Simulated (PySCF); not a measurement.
Compound: NbSMe3, C3H9NbS (singlet state).
Bonds: Nb1–S2, Nb1–C3, Nb1–C7, Nb1–C11. Hydrogens: H4, H5, H6 on C3; H8, H9, H10 on C7; H12, H13, H14 on C11.

Method: PBE0-D3(BJ)/def2-SVP geometry optimisation, gas phase, def2 core potentials past Kr in PySCF.

How far are the bound atoms from Nb1?

4 atoms: C3 2.131 Å, C11 2.132 Å, C7 2.132 Å, S2 2.138 Å. The nearest atom not counted as bound is H14, at 2.69 Å (others tie with it).

List the angles at Nb1.

| angle | degrees | distance of the outer atoms (Å) |
| --- | --- | --- |
| C3–Nb1–C7 | 111.5 | 3.52 |
| C7–Nb1–C11 | 111.3 | 3.52 |
| C3–Nb1–C11 | 111.2 | 3.52 |
| S2–Nb1–C7 | 107.6 | 3.44 |
| S2–Nb1–C3 | 107.6 | 3.44 |
| S2–Nb1–C11 | 107.5 | 3.44 |

What is the shape at Nb1?

Tetrahedral: angles from 107.5° to 111.5°; τ4 = (360° − α − β)/141° = 0.97 with α and β the two widest (0 for a square, 1 for a tetrahedron).

What are the other bond lengths?

C3–H4 and 8 like bonds 1.105 Å.

Point group: near C3v, missed by 0.14 Å at most; the miss may be what the optimiser left on a soft mode (Cs holds within 0.08 Å). Charge 0, singlet. Whether it is a minimum is left open (no frequencies).

On an Arm Neoverse V2 with one thread, no GPU, shared host with 96 logical CPUs at a one-minute load of 38, this took 82 s of wall time and 0.57 GiB of memory at its peak. These figures are those of the optimisation.
